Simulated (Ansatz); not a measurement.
Relaxation of C3H11AlSi (16 atoms, charge 0, multiplicity 1), to a largest force component of 0.015 eV/Å in at most 40 steps.

Computed with Ansatz, RKS BHLYP-D4/def2-SVP.

```xyz
16
Properties=species:S:1:pos:R:3:forces:R:3
C 0.539 1.403 -0.197 -1.68 2.63 -0.48
C 0.547 0.022 0.350 0.88 0.34 1.89
C 1.900 -0.588 0.112 2.11 -0.50 2.02
Si -0.698 -1.042 -0.447 -2.22 -0.55 -0.12
Al -2.927 -0.307 0.141 0.38 1.13 1.26
H 1.264 2.097 0.275 0.00 -0.57 -0.19
H 0.693 1.449 -1.303 0.01 -0.15 0.73
H -0.463 1.919 -0.010 1.10 -0.63 -0.34
H 0.355 0.078 1.486 0.20 -0.24 -1.61
H 2.713 0.030 0.646 -1.05 -0.80 -0.85
H 1.965 -1.610 0.584 0.05 0.83 -0.69
H 2.184 -0.643 -0.943 -0.15 -0.07 -0.01
H -0.664 -2.411 0.009 0.50 -0.89 0.18
H -0.649 -1.004 -1.888 0.51 -0.04 -0.90
H -3.410 1.073 -0.464 -0.42 -0.18 -0.31
H -3.370 -0.488 1.694 -0.22 -0.31 -0.56
```

Where does it end, and by what steps?

The run converged. The force dipped under the threshold on the way, but the program's further checks kept it going. After 13 steps the energy has fallen by 0.762 eV; H15 moved furthest, 0.43 Å.

```tsv
step	energy less start (eV)	largest force component (eV/Å)	accepted
0	0.0000	2.628	yes
1	-0.6514	0.984	yes
2	-0.7460	0.159	yes
3	-0.7535	0.061	yes
4	-0.7577	0.066	yes
5	-0.6641	1.215	no
6	-0.7598	0.012	yes
7	-0.7608	0.029	yes
8	-0.7601	0.055	no
9	-0.7611	0.015	yes
10	-0.7613	0.025	yes
11	-0.7615	0.020	yes
12	-0.7617	0.016	yes
13	-0.7617	0.012	yes
```

```xyz
16
Properties=species:S:1:pos:R:3
C 0.556 1.468 -0.113
C 0.640 0.021 0.369
C 2.002 -0.591 0.050
Si -0.781 -1.043 -0.332
Al -2.985 -0.101 0.220
H 1.374 2.069 0.299
H 0.628 1.529 -1.205
H -0.381 1.954 0.179
H 0.511 0.014 1.460
H 2.811 0.002 0.493
H 2.091 -1.611 0.432
H 2.175 -0.626 -1.031
H -0.642 -2.428 0.200
H -0.604 -1.132 -1.809
H -3.702 0.929 -0.741
H -3.716 -0.476 1.572
```

Whether the end is a true minimum wasn't checked by a vibrational analysis.

Run time: 65 s on 2 threads of Arm Neoverse V2, on a shared host, peak memory 0.34 GiB.
